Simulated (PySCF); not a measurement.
H₃AlBrN, singlet, geometry from GFN2-xTB (such geometries of metal compounds can be far from the true shape); SVWN5/def2-SVP, polarisability (PySCF).

Input for PySCF:
```python
from pyscf import gto, scf, dft
from pyscf.prop import polarizability

mol = gto.M(
    atom='''
Al   -0.28377163   -1.17553513   -0.02428722
H    -1.25956951   -1.85424425   -0.97036887
Br   -0.02854355    1.04198164   -0.29997487
N     0.59572225   -2.07867747    1.21690110
H     1.26200993   -1.70783130    1.88664105
H     0.51555943   -3.07458287    1.38027445
''',
    basis='def2-svp',
    verbose=4,
)

mf = dft.RKS(mol)
mf.xc = 'lda,vwn'
mf.kernel()
alpha = mf.Polarizability().polarizability()[2, 2]
print('alpha_zz =', alpha)
```

Predict the main parts of the log of this PySCF run.


```
site-packages/pyscf/prop/efg/rhf.py:45: UserWarning: Module EFG is under testing
  warnings.warn('Module EFG is under testing')
site-packages/pyscf/prop/efg/dhf.py:30: UserWarning: Module EFG is under testing
  warnings.warn('Module EFG is under testing')
site-packages/pyscf/prop/zfs/uhf.py:40: UserWarning: Module ZFS is under testing
  warnings.warn('Module ZFS is under testing')
site-packages/pyscf/prop/gtensor/uhf.py:43: UserWarning: Module g-tensor is under testing
  warnings.warn('Module g-tensor is under testing')
site-packages/pyscf/prop/gtensor/uks.py:41: UserWarning: Module g-tensor is under testing
  warnings.warn('Module g-tensor is under testing')
site-packages/pyscf/prop/hfc/uks.py:35: UserWarning: Module HFC is under testing
  warnings.warn('Module HFC is under testing')
site-packages/pyscf/prop/magnetizability/rhf.py:39: UserWarning: Module magnetizability is under testing
  warnings.warn('Module magnetizability is under testing')
site-packages/pyscf/prop/magnetizability/uhf.py:37: UserWarning: Module magnetizability is under testing
  warnings.warn('Module magnetizability is under testing')
site-packages/pyscf/prop/magnetizability/rks.py:37: UserWarning: Module magnetizability is under testing
  warnings.warn('Module magnetizability is under testing')
site-packages/pyscf/prop/magnetizability/uks.py:39: UserWarning: Module magnetizability is under testing
  warnings.warn('Module magnetizability is under testing')
site-packages/pyscf/prop/polarizability/uhf.py:34: UserWarning: Module polarizability is under testing
  warnings.warn('Module polarizability is under testing')
site-packages/pyscf/prop/polarizability/rks.py:29: UserWarning: Module polarizability is under testing
  warnings.warn('Module polarizability is under testing')
site-packages/pyscf/prop/polarizability/uks.py:29: UserWarning: Module polarizability is under testing
  warnings.warn('Module polarizability is under testing')
PySCF version 2.14.0

[INPUT] verbose = 4
[INPUT] num. atoms = 6
[INPUT] num. electrons = 58
[INPUT] charge = 0
[INPUT] spin (= nelec alpha-beta = 2S) = 0
[INPUT] symmetry False subgroup None
[INPUT] Mole.unit = angstrom
[INPUT] Symbol           X                Y                Z      unit          X                Y                Z       unit  Magmom
[INPUT]  1 Al    -0.283771630000  -1.175535130000  -0.024287220000 AA   -0.536250662621  -2.221439445505  -0.045896194127 Bohr   0.0
[INPUT]  2 H     -1.259569510000  -1.854244250000  -0.970368870000 AA   -2.380241408753  -3.504013800550  -1.833731404104 Bohr   0.0
[INPUT]  3 Br    -0.028543550000   1.041981640000  -0.299974870000 AA   -0.053939492123   1.969059926425  -0.566870348552 Bohr   0.0
[INPUT]  4 N      0.595722250000  -2.078677470000   1.216901100000 AA    1.125751898810  -3.928131119604   2.299609799682 Bohr   0.0
[INPUT]  5 H      1.262009930000  -1.707831300000   1.886641050000 AA    2.384853134182  -3.227333423960   3.565234879862 Bohr   0.0
[INPUT]  6 H      0.515559430000  -3.074582870000   1.380274450000 AA    0.974266123637  -5.810119571579   2.608340687235 Bohr   0.0

nuclear repulsion = 205.134240527107
number of shells = 35
number of NR pGTOs = 155
number of NR cGTOs = 79
basis = def2-svp
ecp = {}

******** <class 'pyscf.dft.rks.RKS'> ********
method = RKS
initial guess = minao
damping factor = 0
level_shift factor = 0
DIIS = <class 'pyscf.scf.diis.CDIIS'>
diis_start_cycle = 1
diis_space = 8
diis_damp = 0
SCF conv_tol = 1e-09
SCF conv_tol_grad = None
SCF max_cycles = 50
direct_scf = True
direct_scf_tol = 1e-13
XC library pyscf.dft.libxc version 7.1.2
    S. Lehtola, C. Steigemann, M. J. T. Oliveira, and M. A. L. Marques,  SoftwareX 7, 1–5 (2018)
XC functionals = lda,vwn
    P. A. M. Dirac,  Math. Proc. Cambridge Philos. Soc. 26, 376 (1930)
    F. Bloch,  Z. Phys. 57, 545 (1929)
    S. H. Vosko, L. Wilk, and M. Nusair,  Can. J. Phys. 58, 1200 (1980)
radial grids:
    Treutler-Ahlrichs [JCP 102, 346 (1995); DOI:10.1063/1.469408] (M4) radial grids

becke partition: Becke, JCP 88, 2547 (1988); DOI:10.1063/1.454033
pruning grids: <function nwchem_prune>
grids dens level: 3
symmetrized grids: False
atomic radii adjust function: <function treutler_atomic_radii_adjust>
small_rho_cutoff = 0
Set gradient conv threshold to 3.16228e-05
Initial guess from minao.
tot grids = 82936
init E= -2866.7087904206
  HOMO = -0.317570230154683  LUMO = -0.0778761567095465  gap/eV = 6.52241
cycle= 1 E= -2867.65962267072  delta_E= -0.951  |g|= 0.586  |ddm|= 2.43
  HOMO = -0.128784068770527  LUMO = -0.00588810723358124  gap/eV = 3.34417
cycle= 2 E= -2867.19679453551  delta_E= 0.463  |g|=  1.4  |ddm|= 1.56
  HOMO = -0.230139399580757  LUMO = -0.0430504304148971  gap/eV = 5.09095
cycle= 3 E= -2867.72704458358  delta_E= -0.53  |g|= 0.171  |ddm|=  1.3
  HOMO = -0.233074904708709  LUMO = -0.0472260520507009  gap/eV = 5.05720
cycle= 4 E= -2867.73701361475  delta_E= -0.00997  |g|= 0.0677  |ddm|= 0.33
  HOMO = -0.23376196363148  LUMO = -0.0493718325752375  gap/eV = 5.01751
cycle= 5 E= -2867.73813030544  delta_E= -0.00112  |g|= 0.0242  |ddm|= 0.12
  HOMO = -0.232535810967293  LUMO = -0.0482606000614405  gap/eV = 5.01438
cycle= 6 E= -2867.73824793247  delta_E= -0.000118  |g|= 0.00404  |ddm|= 0.0296
  HOMO = -0.233091038465003  LUMO = -0.0485910119180613  gap/eV = 5.02050
cycle= 7 E= -2867.73825278649  delta_E= -4.85e-06  |g|= 0.00122  |ddm|= 0.00536
  HOMO = -0.233230524508767  LUMO = -0.0485484244220604  gap/eV = 5.02546
cycle= 8 E= -2867.73825328819  delta_E= -5.02e-07  |g|= 8.75e-05  |ddm|= 0.00153
  HOMO = -0.233237747240927  LUMO = -0.0485572335120783  gap/eV = 5.02541
cycle= 9 E= -2867.73825329028  delta_E= -2.08e-09  |g|= 2.82e-05  |ddm|= 0.000151
  HOMO = -0.233236596832921  LUMO = -0.0485559392213322  gap/eV = 5.02542
cycle= 10 E= -2867.73825329052  delta_E= -2.47e-10  |g|= 8.61e-06  |ddm|= 4.74e-05
  HOMO = -0.233238587010136  LUMO = -0.0485559605206207  gap/eV = 5.02547
Extra cycle  E= -2867.73825329053  delta_E= -9.09e-12  |g|= 9.78e-06  |ddm|= 2.35e-05
converged SCF energy = -2867.73825329053
Isotropic polarizability 45.710493202
Polarizability anisotropy 18.1922149675
alpha_zz = 41.328939367370694
```
